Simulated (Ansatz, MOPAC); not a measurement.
System: H$_{6}$BSiO$_{3}$ (charge +1, singlet). SMILES: OB([OH2+])O[SiH3]

Atoms: O1, B2, O3, O4, Si5, H6, H7, H8, H9, H10, H11. Bonds: O1-B2, O1-H6, B2-O3, B2-O4, O3-H7, O3-H8, O4-Si5, Si5-H9, Si5-H10, Si5-H11.

Bond lengths (Å) and angles (degrees) optimised at AM1 with MOPAC; PM3 with MOPAC; PM7 with MOPAC; MNDO with MOPAC; B3LYP/LANL2DZ with Ansatz (a program for electronic structure); MP2/6-31G* with Ansatz, each started from the B3LYP-D3(BJ)/def2-TZVP structure (Ansatz) of the last column. A row stands for all coordinates that are equal there; 13 of 21 kinds are shown. 6-31G* holds six Cartesian d functions. At PM7 the structure is a saddle point. No wavenumbers were computed at MNDO, B3LYP/LANL2DZ, MP2/6-31G*, so these may be saddle points.

| coordinate | AM1 | PM3 | PM7 | MNDO | B3LYP/LANL2DZ | MP2/6-31G* | B3LYP-D3(BJ)/def2-TZVP |
|---|---|---|---|---|---|---|---|
| O1-B2 | 1.322 | 1.345 | 1.349 | 1.348 | 1.341 | 1.337 | 1.329 |
| O1-H6 | 0.969 | 0.951 | 0.971 | 0.948 | 0.971 | 0.973 | 0.965 |
| B2-O3 | 1.524 | 1.519 | 1.567 | 1.477 | 1.533 | 1.512 | 1.508 |
| B2-O4 | 1.277 | 1.299 | 1.301 | 1.291 | 1.308 | 1.316 | 1.307 |
| O3-H7 | 0.986 | 0.964 | 0.982 | 0.959 | 0.981 | 0.981 | 0.972 |
| O3-H8 | 0.987 | 0.965 | 0.974 | 0.957 | 0.979 | 0.980 | 0.971 |
| O4-Si5 | 1.824 | 1.726 | 1.609 | 1.707 | 1.750 | 1.735 | 1.709 |
| Si5-H9 | 1.448 | 1.491 | 1.457 | 1.370 | 1.476 | 1.478 | 1.476 |
| O1-B2-O3 | 105.2 | 100.9 | 106.0 | 110.3 | 106.3 | 107.6 | 108.3 |
| O1-B2-O4 | 148.0 | 155.2 | 141.5 | 135.2 | 140.4 | 140.4 | 139.1 |
| O3-B2-O4 | 106.7 | 103.9 | 112.6 | 114.6 | 113.3 | 112.0 | 112.5 |
| B2-O4-Si5 | 133.3 | 137.7 | 175.0 | 163.6 | 159.9 | 137.7 | 140.3 |
| B2-O1-H6 | 108.8 | 116.0 | 123.6 | 118.2 | 129.3 | 117.6 | 119.5 |

Mean signed difference of all 10 bond lengths from B3LYP-D3(BJ)/def2-TZVP: AM1 0.006 Å, PM3 0.007 Å, PM7 -0.005 Å, MNDO -0.038 Å, B3LYP/LANL2DZ 0.011 Å, MP2/6-31G* 0.008 Å.
